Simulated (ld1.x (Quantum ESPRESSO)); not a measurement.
How hard is this B TM potential?

```
Element                 : boron (B)
Generator               : ld1.x (Quantum ESPRESSO) 7.5
Type                    : norm-conserving Troullier–Martins (Kleinman–Bylander form)
Functional              : PW91
Relativity              : non-relativistic
Frozen core             : [He]
Valence charge          : 3
Reference configuration : 2s2 2p0.5 (charge +0.5)
Partial waves           : 2s (bound): rc 1.10 bohr; 2p (bound): rc 2.30 bohr; 3d channel at 0.5 Ry: rc 2.30 bohr
Local potential         : the d channel
Core correction         : Bessel-smoothed model core, default radius (core density twice the valence density)
```

The pseudo-atom Hamiltonian at the reference potential is diagonalised in spherical Bessel functions j_l(qr) that vanish at 20 bohr, with q² up to the cutoff. All-electron valence levels (Ry): 2s -1.0415, 2p -0.5982.

Problem. How do the lowest levels (Ry) of each channel move with the cutoff, and are there ghosts?

Solution.

```json
{"cutoff (Ry)": "8", "s #1": "-0.9937", "p #1": "-0.5122", "d #1": "-0.0215", "d #2": "0.0518", "f #1": "0.0425", "f #2": "0.1627", "Σ f·Δε (mRy)": "138.5"}
{"cutoff (Ry)": "15", "s #1": "-1.0258", "p #1": "-0.5884", "d #1": "-0.0215", "d #2": "0.0517", "f #1": "0.0425", "f #2": "0.1627", "Σ f·Δε (mRy)": "36.3"}
{"cutoff (Ry)": "25", "s #1": "-1.0381", "p #1": "-0.5980", "d #1": "-0.0215", "d #2": "0.0517", "f #1": "0.0425", "f #2": "0.1627", "Σ f·Δε (mRy)": "6.8"}
{"cutoff (Ry)": "45", "s #1": "-1.0394", "p #1": "-0.5982", "d #1": "-0.0215", "d #2": "0.0517", "f #1": "0.0425", "f #2": "0.1627", "Σ f·Δε (mRy)": "4.3"}
{"cutoff (Ry)": "60", "s #1": "-1.0409", "p #1": "-0.5982", "d #1": "-0.0215", "d #2": "0.0517", "f #1": "0.0425", "f #2": "0.1627", "Σ f·Δε (mRy)": "1.2"}
{"cutoff (Ry)": "90", "s #1": "-1.0413", "p #1": "-0.5982", "d #1": "-0.0215", "d #2": "0.0517", "f #1": "0.0425", "f #2": "0.1627", "Σ f·Δε (mRy)": "0.5"}
{"cutoff (Ry)": "400", "s #1": "-1.0415", "p #1": "-0.5982", "d #1": "-0.0215", "d #2": "0.0517", "f #1": "0.0425", "f #2": "0.1627", "Σ f·Δε (mRy)": "0.0"}
```

Result: no extra level below or beside the all-electron valence levels (s, p, d, f tested); 10 mRy is reached at 21 Ry and 1 mRy at 70 Ry.
